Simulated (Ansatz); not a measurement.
Steps of a relaxation of C₂H₈OSn, SMILES `[CH3][SnH]([CH3])[OH]` with RKS PBE-D4/def2-SVP.

```sh
$ ansatz run in.yaml --threads 4 --pin off --events-out ev --progress --plain --max-ram 10444MiB
```

```yaml
crystal:
  periodic: [false, false, false]
  atoms:
    - {symbol: C, position_ang: [-0.679900, 1.158300, -1.309000]}
    - {symbol: Sn, position_ang: [-0.555100, -0.245000, 0.250200]}
    - {symbol: C, position_ang: [1.418600, -0.211200, 0.998200]}
    - {symbol: O, position_ang: [-0.884500, -2.034400, -0.464400]}
    - {symbol: H, position_ang: [-1.761500, 1.183600, -1.737000]}
    - {symbol: H, position_ang: [-0.496800, 2.227800, -0.923100]}
    - {symbol: H, position_ang: [0.011600, 0.955700, -2.129000]}
    - {symbol: H, position_ang: [-1.633900, 0.165600, 1.530600]}
    - {symbol: H, position_ang: [1.684000, 0.814300, 1.451800]}
    - {symbol: H, position_ang: [1.551100, -0.960800, 1.847600]}
    - {symbol: H, position_ang: [2.149700, -0.457700, 0.215400]}
    - {symbol: H, position_ang: [-0.726400, -2.651400, 0.302800]}
basis:
  gaussian: {orbitals: def2-SVP}
hamiltonian: {xc: pbe, dispersion: d4}
relax: {f_tol: 0.03, max_steps: 200}
```

Positions (Å) and forces (eV/Å) along the path, 6 of 6 steps:

```xyz
12
step=1 energy=-10074.0468 eV
C    -0.680    1.158   -1.309   -1.955    1.796   -0.517
Sn   -0.555   -0.245    0.250    0.100    1.309    0.753
C     1.419   -0.211    0.998    1.044    0.381    1.873
O    -0.884   -2.034   -0.464   -0.168   -1.850    0.324
H    -1.762    1.184   -1.737    1.408   -0.101    0.444
H    -0.497    2.228   -0.923   -0.054   -1.196   -0.296
H     0.012    0.956   -2.129    0.338   -0.137   -0.350
H    -1.634    0.166    1.531   -0.278   -0.066    0.146
H     1.684    0.814    1.452   -0.318   -1.028   -0.593
H     1.551   -0.961    1.848   -0.091    0.548   -0.705
H     2.150   -0.458    0.215    0.185   -0.006   -0.212
H    -0.726   -2.651    0.303   -0.211    0.350   -0.868
12
step=2 energy=-10074.2968 eV
C    -0.756    1.177   -1.370   -0.339    0.592    0.076
Sn   -0.513   -0.172    0.306   -0.318   -0.219    0.077
C     1.521   -0.220    1.084    0.190    0.309    0.476
O    -0.939   -1.990   -0.474    0.096   -0.460    0.337
H    -1.790    1.199   -1.809    0.435   -0.207    0.360
H    -0.537    2.206   -0.982   -0.031   -0.300   -0.219
H    -0.038    0.940   -2.173    0.117   -0.064   -0.034
H    -1.730    0.113    1.553    0.244    0.052   -0.114
H     1.767    0.788    1.507   -0.058   -0.307   -0.163
H     1.673   -0.968    1.902   -0.221    0.168   -0.276
H     2.239   -0.444    0.273   -0.035    0.005   -0.097
H    -0.820   -2.685    0.218   -0.079    0.432   -0.421
12
step=3 energy=-10074.3402 eV
C    -0.735    1.187   -1.348   -0.110    0.019   -0.064
Sn   -0.521   -0.183    0.316    0.041    0.045   -0.009
C     1.516   -0.187    1.091    0.019   -0.122    0.034
O    -0.938   -1.995   -0.511    0.072   -0.008    0.208
H    -1.774    1.126   -1.734    0.101    0.014    0.015
H    -0.530    2.234   -1.037   -0.012   -0.149    0.034
H    -0.032    0.909   -2.158   -0.025   -0.019    0.056
H    -1.686    0.142    1.582    0.054   -0.041   -0.056
H     1.787    0.797    1.524   -0.094    0.010   -0.034
H     1.618   -0.958    1.881    0.017    0.031   -0.039
H     2.219   -0.421    0.267   -0.034   -0.002    0.014
H    -0.847   -2.705    0.162   -0.027    0.222   -0.159
12
step=4 energy=-10074.3482 eV
C    -0.738    1.177   -1.348   -0.017    0.023   -0.028
Sn   -0.514   -0.178    0.318    0.023   -0.010   -0.030
C     1.518   -0.193    1.091    0.030   -0.020    0.004
O    -0.923   -1.978   -0.520    0.014   -0.050    0.124
H    -1.771    1.116   -1.743    0.023   -0.009    0.011
H    -0.536    2.218   -1.026    0.000   -0.031    0.001
H    -0.026    0.900   -2.149   -0.010   -0.009    0.028
H    -1.672    0.136    1.584   -0.001   -0.018    0.004
H     1.761    0.798    1.522   -0.013    0.006   -0.005
H     1.637   -0.962    1.879   -0.015    0.009   -0.017
H     2.222   -0.410    0.264   -0.022    0.004    0.011
H    -0.882   -2.680    0.161   -0.013    0.105   -0.103
12
step=5 energy=-10074.3491 eV
C    -0.738    1.175   -1.347    0.009    0.002   -0.007
Sn   -0.509   -0.175    0.320   -0.001   -0.010   -0.014
C     1.521   -0.191    1.091    0.011    0.000   -0.012
O    -0.921   -1.970   -0.523    0.008   -0.021    0.048
H    -1.768    1.105   -1.745   -0.008   -0.006   -0.002
H    -0.540    2.216   -1.028    0.003    0.008    0.000
H    -0.021    0.895   -2.143   -0.002   -0.002    0.007
H    -1.668    0.126    1.589   -0.003   -0.005    0.008
H     1.759    0.800    1.527    0.002    0.007    0.004
H     1.640   -0.964    1.875   -0.005   -0.004    0.003
H     2.224   -0.401    0.262   -0.006    0.002    0.004
H    -0.902   -2.670    0.158   -0.007    0.032   -0.041
12
step=6 energy=-10074.3493 eV
C    -0.738    1.175   -1.346   -0.002    0.000   -0.001
Sn   -0.507   -0.175    0.322    0.007   -0.002   -0.007
C     1.524   -0.188    1.091   -0.002    0.001    0.002
O    -0.914   -1.968   -0.526   -0.001    0.000   -0.004
H    -1.765    1.097   -1.748    0.001   -0.001    0.001
H    -0.546    2.218   -1.030    0.000   -0.001    0.001
H    -0.016    0.895   -2.138    0.000    0.000    0.001
H    -1.664    0.116    1.594   -0.005    0.001    0.006
H     1.763    0.804    1.523    0.003    0.001    0.000
H     1.641   -0.959    1.877    0.000    0.000   -0.001
H     2.225   -0.402    0.262    0.000    0.001    0.000
H    -0.925   -2.668    0.153   -0.002    0.001    0.002
```

Hardware: 4 threads of an Arm Neoverse V1 on a shared host. Wall time 8.5 s, peak host memory 0.15 GiB.
